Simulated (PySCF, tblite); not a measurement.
Isomers of C5H10F2OSi, one GFN2-xTB conformer each. Single-point energies are computed at PBE0/pcSseg-1 (PySCF, gas phase, no added dispersion term), electronic only.

```csv
SMILES,GFN2-xTB relative energy (kJ/mol)
CCO[SiH2]C(C)=C(F)F,0.0
COC[Si@H](F)C/C=C\F,56.1
CO[Si@H](C)C(C)=C(F)F,40.6
```

Conformers: `[CH3:1][CH2:2][O:3][SiH2:4][C:5]([CH3:6])=[C:7]([F:8])[F:9]` with C1–C2–O3–Si4 60°, C2–O3–Si4–C5 175°, O3–Si4–C5–C6 0°; `[CH3:1][O:2][CH2:3][Si@H:4]([F:5])[CH2:6]/[CH:7]=[CH:8]\[F:9]` with C1–O2–C3–Si4 180°, O2–C3–Si4–F5 179°, C3–Si4–C6–C7 170°, Si4–C6–C7–C8 101°; `[CH3:1][O:2][Si@H:3]([CH3:4])[C:5]([CH3:6])=[C:7]([F:8])[F:9]` with C1–O2–Si3–C4 -58°, O2–Si3–C5–C6 8°.

Q: What does PBE0/pcSseg-1 give for the same structures?

A: 
| SMILES | PBE0/pcSseg-1 E (Eh) | PBE0/pcSseg-1 (kJ/mol) | GFN2-xTB (kJ/mol) | point group |
| --- | --- | --- | --- | --- |
| CO[Si@H](C)C(C)=C(F)F | -760.28977 | 0.0 | 40.6 | C1 |
| COC[Si@H](F)C/C=C\F | -760.28795 | 4.8 | 56.1 | C1 |
| CCO[SiH2]C(C)=C(F)F | -760.27582 | 36.6 | 0.0 | C1 |

GFN2-xTB puts CCO[SiH2]C(C)=C(F)F lowest instead; measured from each level's own lowest isomer, the values differ by up to 51.3 kJ/mol (COC[Si@H](F)C/C=C\F: 56.1 against 4.8). Neighbours under 10 kJ/mol apart (CO[Si@H](C)C(C)=C(F)F and COC[Si@H](F)C/C=C\F) can change places with a better method, another conformer or zero-point energy.

Q: Which frontier levels, dipoles and rotational constants go with these structures?

A: 
| SMILES | HOMO (eV, PBE0/pcSseg-1) | LUMO (eV) | dipole (D) | A, B, C (MHz) |
| --- | --- | --- | --- | --- |
| CO[Si@H](C)C(C)=C(F)F | -7.18 | 0.45 | 2.56 | 2330, 802.6, 653.6 |
| COC[Si@H](F)C/C=C\F | -7.06 | 0.18 | 1.77 | 1952, 641.2, 518.2 |
| CCO[SiH2]C(C)=C(F)F | -7.25 | 0.42 | 2.65 | 3203, 616.0, 537.2 |

Q: What happens when harmonic zero-point energies from GFN2-xTB frequencies are added?

A: 
| SMILES | ZPE (kJ/mol) | electronic (kJ/mol) | with ZPE (kJ/mol) |
| --- | --- | --- | --- |
| CO[Si@H](C)C(C)=C(F)F | 368.1 | 0.0 | 0.0 |
| COC[Si@H](F)C/C=C\F | 368.8 | 4.8 | 5.5 |
| CCO[SiH2]C(C)=C(F)F | 366.8 | 36.6 | 35.3 |

The zero-point energies span 2.0 kJ/mol. The order is unchanged.

Q: As an exercise, what shares would exp(−E/RT) give at 2000 K from these electronic energies alone (no entropy, no degeneracies)?

A: RT = 16.629 kJ/mol: CO[Si@H](C)C(C)=C(F)F 53.7 %, COC[Si@H](F)C/C=C\F 40.3 %, CCO[SiH2]C(C)=C(F)F 5.9 %.
